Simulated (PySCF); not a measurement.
Structure problem from calculated spectra and properties.

Formula: C4H13NOSi.

| Item | Value |
| --- | --- |
| UV, strongest line | among the 10 lowest singlet transitions: S2 at 6.77 eV (183 nm, f = 0.056) [TDDFT CAM-B3LYP/def2-SVPD] |
| Triplet | lowest triplet excitation (Tamm–Dancoff): 6.00 eV [TDA CAM-B3LYP/def2-SVPD] |
| 1H NMR | chemical shifts (computed TMS as zero) by class: 4.63 (2 H), 3.65 (2 H), 2.58 (6 H), 1.20 (3 H) ppm [GIAO PBE0/pcSseg-1] |
| 13C NMR | chemical shifts (computed TMS as zero) by class: 60.6 (1 C), 39.7 (2 C), 20.7 (1 C) ppm [GIAO PBE0/pcSseg-1] |
| Polarisability | 89.2 au [CAM-B3LYP/def2-SVPD] |
| UV, first state | lowest singlet excitation: 6.13 eV (202 nm, f = 0.008) [TDDFT CAM-B3LYP/def2-SVPD] |
| Rotational structure | rotational constants A, B, C: 4.060, 1.039, 0.946 GHz [PBE0-D3(BJ)/def2-SVP] |
| NMR, other nuclei | isotropic shieldings of nuclei other than C and H, by class: 225 (1 N), 269 (1 O), 370 (1 Si) ppm [GIAO PBE0/pcSseg-1] |

Electronic properties: PySCF, gas phase, density fitting. Levels stand in brackets. Isolated species at its PBE0-D3(BJ)/def2-SVP geometry (one conformer only). Each NMR value is the plain mean over a class of atoms that symmetry, rotation or inversion makes alike.

Q: Give a SMILES that accounts for the data.

A: Numbering: `[CH3:1][CH2:2][O:3][SiH2:4][N:5]([CH3:6])[CH3:7]`. Its formula, C4H13NOSi, gives 0 degrees of unsaturation, so no ring and no π bond. 4 carbons fall into 3 classes; from least to most shielded: sp3 carbon bound to oxygen [C2] (60.6 ppm), N-methyl carbon [C6/C7] (39.7 ppm, 2 C), methyl carbon [C1] (20.7 ppm). Hydrogen classes from least to most shielded: 2 H on an oxygen-bound silicon, Si4 (4.63 ppm), 2 H on an sp3 carbon bound to oxygen, C2 (3.65 ppm), 6 H on 2 N-methyl carbons, C6/C7 (2.58 ppm, a mean of values up to 0.6 ppm apart in this geometry), 3 H on a methyl carbon, C1 (1.20 ppm, a mean of values up to 0.5 ppm apart in this geometry). The other shieldings belong to: 225 ppm, silicon-bound nitrogen [N5]; 269 ppm, silyl ether oxygen [O3]; 370 ppm, oxygen-bound silicon [Si4]. The optimised geometry has point group C1 and is an asymmetric top. Structure: `CCO[SiH2]N(C)C`. The assignments are read from this structure; whether some other isomer fits the data as well wasn't checked.

Conformer computed: `[CH3:1][CH2:2][O:3][SiH2:4][N:5]([CH3:6])[CH3:7]`: C1–C2–O3–Si4 139°, C2–O3–Si4–N5 -144°, O3–Si4–N5–C6 69°.
